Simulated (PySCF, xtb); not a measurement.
(Z)-1-chloropent-1-ene (C₅H₉Cl), SMILES Cl/C=C\CCC.

GFN2-xTB run with xtb at its own geometry gives an orbital gap of 4.69 eV and a dipole moment of 1.80 D.

The structure is a stationary point at PBE-D3(BJ)/def2-SVP. Other conformers were not sampled.

Question: What does r2SCAN/def2-TZVP run with PySCF give? (The exact figures need the calculation; the answer reports its results.)

Answer: gap 5.33 eV (levels -6.18 and -0.85 eV), dipole 1.63 D.
